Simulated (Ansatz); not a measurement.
`CN(C)[SiH]([SiH3])Cl` → `[SiH3][SiH2]Cl` + `C=NC` at 400 K and 1 bar (β-hydride elimination).

Computed with Ansatz on PBE0-D4/def2-TZVP structures; ΔE is electronic, products minus reactants. CBS: MP2 limit from def2 TZ/QZ plus the TZ coupled-cluster correction, frozen cores. One conformer a species, not always the lowest.

```
               species  CCSD(T)/CBS energy (Eh)  H − E (kJ/mol)  S (J/(mol·K))
`CN(C)[SiH]([SiH3])Cl`              -1174.82266           357.8          470.0
      `[SiH3][SiH2]Cl`              -1040.97629           141.5          352.3
                `C=NC`               -133.77870           198.2          278.7
```

H − E and S are ideal-gas, rigid-rotor, harmonic terms from PBE0-D4/def2-TZVP, for one conformer and one mirror image of each species. 1 Eh = 2625.50 kJ/mol, R = 8.31446 J/(mol·K).

Task: By hand: ΔE, ΔH, ΔS and ΔG.

Result: ΔE = (-1040.97629) + (-133.77870) − (-1174.82266) = 0.06767 Eh = 177.7 kJ/mol. Δ(H − E) = 141.5 + 198.2 − 357.8 = -18.1, so ΔH = 159.6 kJ/mol. ΔS = 352.3 + 278.7 − 470.0 = 161.0 J/(mol·K). ΔG = 159.6 − 400 × (161.0)/1000 = 95.2 kJ/mol.

Task: By hand: the equilibrium constant, and the temperature at which ΔG would vanish if ΔH and ΔS stayed fixed.

Result: log₁₀ K = −ΔG/(RT ln 10) = -12.4. ΔG = 0 at ΔH/ΔS = 991 K.

The number of gas molecules changes by +1, which sets the sign of ΔS. A doubt of 5 kJ/mol in ΔE shifts log₁₀ K by 0.7 here. Other conformers and mirror images would add mixing entropy, several J/(mol·K) or more a flexible species. Modes under 60 cm⁻¹, often nearly free rotors, make the harmonic entropy too high. These are equilibria of isolated gas molecules and say nothing of rates. Largest T1 diagnostic: 0.011 (customary marks: 0.02 for closed shells, 0.045 for open ones).
